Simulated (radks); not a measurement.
Question: These are the eigenvalues of the occupied orbitals of an atom or ion with whole-number occupations (hartree). All-electron calculation, scalar-relativistic Kohn-Sham, SCAN, spin-polarised, spherical densities, finite nucleus; meta-GGA in the generalised Kohn-Sham scheme; Fermi nuclear charge, rms radius of each element as measured or else 0.836 A^(1/3) + 0.57 fm. Program: a radial shooting solver on a logarithmic mesh with Libxc functionals.

orbital  eigenvalue
1s up     -130.9461
1s down   -130.9324
2s up     -14.07857
2s down   -14.07166
2p up     -11.30783
2p down   -11.29361
3s up      -2.15065
3s down    -2.08826
3p up      -1.48866
3p down    -1.42972

Which element is it, and in what charge state? The configuration may be excited. Open shells, if any, are filled with parallel spins first.

Answer: Z = 19, potassium, charge +2: K2+ in [Ne] 3s2 3p5. The list shows which subshells hold electrons but not how many an open one holds; the 1s level, -130.95 hartree, gives Z - s = 16.2 by -(Z - s)^2/2, which with screening and relativity narrows Z to a few neighbours, and the depths of the outer levels then fix element, charge and occupations together.
